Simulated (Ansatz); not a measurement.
Cost and result up the ladder for Pb₄S₃ (7 atoms). The state is a singlet with charge 0. Geometry: r2SCAN-D4/def2-SVP.

```
atom    x (Å)    y (Å)    z (Å)
 Pb1   1.0807   1.6572   1.4440
 Pb2  -0.3444  -1.0257   2.1958
 Pb3   1.6559   0.4547  -1.7360
 Pb4  -2.1563  -0.8828  -0.7318
  S5  -1.5120   1.0784   0.9115
  S6   1.8126  -0.8198   0.5687
  S7  -0.5366  -0.4620  -2.6522
```

Ansatz on 4 threads of Arm Neoverse V1 on a shared host. Times are rough, and most runs start from the orbitals of an earlier one. No level here is sound enough to serve as a yardstick. Binding counts from free atoms at the same level (Pb triplet, S triplet; other spins of the atoms weren't run), without zero-point energy or a counterpoise term.

In the def2 sets Pb takes a core potential; there is no spin–orbit coupling. B3LYP takes the VWN-RPA correlation. HSE06 is defined as in plane-wave codes, on full-range PBE exchange. Correlated methods freeze 31 core orbitals; core or outer-core shells of Pb are correlated, in sets that lack core-valence functions. The rows differ in basis, and correlated rows in double-zeta sets carry the largest basis error. Another isomer (singlet) lies 1.19 eV lower at PBE0-D4/def2-TZVP; other spin states weren't run for this one.

Correlated methods converge slowly with the basis, most of all in double-zeta sets.

| level | functions | wall time |
| --- | --- | --- |
| PBE-D4/def2-TZVP (with forces) | 311 | 8 s |
| B3LYP-D4/def2-TZVP | 311 | 17 s |
| HSE06-D4/def2-TZVP | 311 | 17 s |
| PBE0-D4/def2-TZVP | 311 | 17 s |
| r2SCAN-D4/def2-TZVP | 311 | 17 s |
| CCSD(T)/def2-SVP | 158 | 86 s |

(1) Estimate what each level gives for the binding energy per atom (eV).

Answers

(1) 
```csv
level,binding energy per atom (eV),remarks
PBE-D4/def2-TZVP (with forces),3.14,restricted SCF unstable in HF
B3LYP-D4/def2-TZVP,2.92,restricted SCF unstable in HF
HSE06-D4/def2-TZVP,2.95,restricted SCF unstable in HF
PBE0-D4/def2-TZVP,2.94,restricted SCF unstable in HF
r2SCAN-D4/def2-TZVP,2.95,restricted SCF unstable in HF
CCSD(T)/def2-SVP,2.46,restricted SCF unstable
```
